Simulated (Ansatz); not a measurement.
Stepwise reaction of `[F][Al]([O][SiH3])[O][SiH3]` with hydrogen sulfide, as a gas-phase model of exchange steps in deposition or etching. ΔE in kJ/mol.

Computed with Ansatz on PBE0-D4/def2-TZVP structures; ΔE is electronic, products minus reactants. CCSD(T)/CBS is the MP2 limit (def2-TZVPP, def2-QZVPP) plus CCSD(T) − MP2 in def2-TZVPP, frozen cores. This one scheme is used for every species. DFT in def2-TZVPP. B3LYP here is the variant with VWN-RPA as its local correlation; programs differ in this. Each species was taken in one conformer, which may not be the lowest.

| step | reaction | PBE-D4 | B3LYP-D4 | ωB97M-V | CCSD(T)/CBS |
| --- | --- | --- | --- | --- | --- |
| 1 | `[F][Al]([O][SiH3])[O][SiH3]` + H₂S → `[F][Al]([SH])[O][SiH3]` + `O[SiH3]` | 30.5 | 47.8 | 42.9 | 44.6 |

(1) Give the row of step 2, `[F][Al]([SH])[O][SiH3]` + H₂S → `[F][Al]([SH])[SH]` + `O[SiH3]`. (Estimate.)

(2) By hand: ΔE of the 2 steps together at CCSD(T)/CBS.

## Answers

(1) Ansatz gave: 
```tsv
step	reaction	PBE-D4	B3LYP-D4	ωB97M-V	CCSD(T)/CBS
2	`[F][Al]([SH])[O][SiH3]` + H₂S → `[F][Al]([SH])[SH]` + `O[SiH3]`	34.5	51.7	47.1	48.3
```

(2) (44.6) + (48.3) = 92.9 kJ/mol, or 46.5 kJ/mol a step.

In ΔE the steps differ by no more than 3.7 kJ/mol. All are uphill at CCSD(T)/CBS. PBE-D4 differs from CCSD(T)/CBS by -14.1 to -13.8 kJ/mol a step. Only this route is followed, and other bonds may react first. Isolated molecules leave out the surface, adducts and barriers. Largest T1 diagnostic: 0.012.
